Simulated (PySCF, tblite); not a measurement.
Compound: C4H15FN2Si2.
Numbering: `[CH3:1][NH:2][C:3]([CH3:4])([CH3:5])[SiH2:6][NH:7][SiH2:8][F:9]` (hydrogens: H10, H11, H12 on C1; H13 on N2; H14, H15, H16 on C4; H17, H18, H19 on C5; H20, H21 on Si6; H22 on N7; H23, H24 on Si8)

Geometry (GFN2-xTB, Å), atoms numbered from 1 in this order:
```
atom  x, y, z in Å
C1    -1.3765   -0.7877    1.6677
N2    -1.8225   -0.0041    0.5383
C3    -0.9504    0.0525   -0.6328
C4    -1.6601    0.9692   -1.6296
C5    -0.7515   -1.3170   -1.2976
Si6    0.7090    0.8958   -0.1692
N7     1.8114   -0.2765    0.4892
Si8    3.3792    0.0106    1.1319
F9     3.9292    1.3280    0.4017
H10   -2.1221   -0.6994    2.4585
H11   -0.4360   -0.3790    2.0369
H12   -1.2333   -1.8590    1.4558
H13   -2.7434   -0.3267    0.2497
H14   -1.8376    1.9408   -1.1780
H15   -2.6230    0.5479   -1.9211
H16   -1.0616    1.1049   -2.5255
H17   -1.7135   -1.7443   -1.5881
H18   -0.1388   -1.2126   -2.1898
H19   -0.2571   -2.0194   -0.6292
H20    1.3352    1.4382   -1.3791
H21    0.4470    1.9576    0.8059
H22    1.4622   -1.2118    0.6083
H23    4.2647   -1.0801    0.7569
H24    3.3779    0.3588    2.5467
```

Jobs on this species (24 atoms, 90 electrons) with PySCF (density fitting) and tblite. Hardware of each: one thread of an Arm Neoverse N1, no GPU, on a shared host. The host was shared with other jobs, so the times are rough.

```tsv
level and settings	work	basis functions	SCF cycles	wall time
GFN2-xTB	Hessian by finite differences	–	–	?
GFN2-xTB	L-BFGS relaxation	–	–	4.6 s
PBE0/pcSseg-1	shieldings, charges and field gradients	242	13	1.8 min
```

Problem. Fill in the missing figures.

Solution. 
- GFN2-xTB; Hessian by finite differences: 2.3 s

Problem. What do all jobs in the table cost together?

Solution. About 1.9 min; the longest takes about 94 % of that, and about 47 times as long as the shortest.
